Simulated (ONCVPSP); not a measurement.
# Which change was made? (Mn, ONCV)

```
Element                 : manganese
Generator               : ONCVPSP 4.0.1
Type                    : optimised norm-conserving Vanderbilt (ONCV)
Functional              : LDA (Perdew-Zunger)
Relativity              : scalar-relativistic
Frozen core             : [Ne] 3s2
Valence charge          : 13
Reference configuration : 3p6 3d5.5 4s1.5
Partial waves           : 4s: rc 2.30 bohr, ncon 4, nbas 7, qcut 3.3 1/bohr, 3 projectors, debl 2.4 Ha; 3p: rc 1.05 bohr, ncon 5, nbas 9, qcut 16.6 1/bohr, 2 projectors, debl 2.6 Ha; 3d: rc 1.20 bohr, ncon 3, nbas 8, qcut 14.4 1/bohr, 2 projectors, debl 1.3 Ha; f scattering state at 0.16 Ha: rc 2.35 bohr, ncon 4, nbas 9, qcut 4.7 1/bohr, 3 projectors, debl 3.5 Ha
Local potential         : polynomial inside 1.05 bohr (lpopt 5, dvloc0 2 Ha)
Core correction         : polynomial model core, fcfact 0.2
```

Cutoffs, loose and tight: the cutoffs (Ha) at which the residual kinetic energy of the hardest occupied pseudo-wave falls to 1 and 0.1 mHa per electron. They do not see the model core or the augmentation charge, which bear on the density cutoff. Test errors are all-electron minus pseudo excitation energies from the reference, over the configurations 3p6 3d5 4s2; 3p6 3d5 4s1; 3p6 3d5 4s0; 3p6 3d4 4s2 4p1; variants that change the core or the reference have their own tests. The largest error is taken over the tests solved by every variant that gives reliable tests at all, those not shown here included: 3p6 3d4 4s2 4p1; 3p6 3d5 4s1; 3p6 3d5 4s2.

The base gives: outcome: generated; cutoff, loose: 77 Ha; cutoff, tight: 95 Ha; bound ghosts: none; GHOST(+) flags above zero: s; largest test error (meV): -124.

Task: After one change the result is: outcome: generated; cutoff, loose: 92 Ha; cutoff, tight: 151 Ha; bound ghosts: s; GHOST(+) flags above zero: s; largest test error (meV): -144. Which change was it?
A. d: rc 0.8; local potential polynomial inside 0.80 bohr (lpopt 5, dvloc0 2 Ha)
B. s: qcut 2
C. s: qcut 2.5; p: qcut 12.7; d: qcut 11; f: qcut 3.6
D. core [Ne], valence charge 15; reference 3s2 3p6 3d5 4s0.5; waves now 3s+4s: rc 1.45 bohr, ncon 4, nbas 8, qcut 7.3 1/bohr, 2 projectors; 3p: rc 1.00 bohr, ncon 4, nbas 9, qcut 8.4 1/bohr, 2 projectors, debl 1 Ha; 3d: rc 1.80 bohr, ncon 4, nbas 9, qcut 7.7 1/bohr, 3 projectors, debl 2.7 Ha; f scattering state at 0.12 Ha: rc 1.50 bohr, ncon 4, nbas 7, qcut 8.4 1/bohr, 2 projectors, debl 3.3 Ha; local potential polynomial inside 0.60 bohr (lpopt 5, dvloc0 2 Ha)

Result: A. The others give: s: qcut 2 → outcome: generated; cutoff, loose: 77 Ha; cutoff, tight: 95 Ha; bound ghosts: none; GHOST(+) flags above zero: s; largest test error (meV): -79 | core [Ne], valence charge 15; reference 3s2 3p6 3d5 4s0.5; waves now 3s+4s: rc 1.45 bohr, ncon 4, nbas 8, qcut 7.3 1/bohr, 2 projectors; 3p: rc 1.00 bohr, ncon 4, nbas 9, qcut 8.4 1/bohr, 2 projectors, debl 1 Ha; 3d: rc 1.80 bohr, ncon 4, nbas 9, qcut 7.7 1/bohr, 3 projectors, debl 2.7 Ha; f scattering state at 0.12 Ha: rc 1.50 bohr, ncon 4, nbas 7, qcut 8.4 1/bohr, 2 projectors, debl 3.3 Ha; local potential polynomial inside 0.60 bohr (lpopt 5, dvloc0 2 Ha) → outcome: generated, projector energies reset by the program; cutoff, loose: 28 Ha; cutoff, tight: 36 Ha; bound ghosts: none; GHOST(+) flags above zero: s, d, f; largest test error (meV): +5.6 | s: qcut 2.5; p: qcut 12.7; d: qcut 11; f: qcut 3.6 → outcome: generated; cutoff, loose: 54 Ha; cutoff, tight: 68 Ha; bound ghosts: none; GHOST(+) flags above zero: s; largest test error (meV): -84.
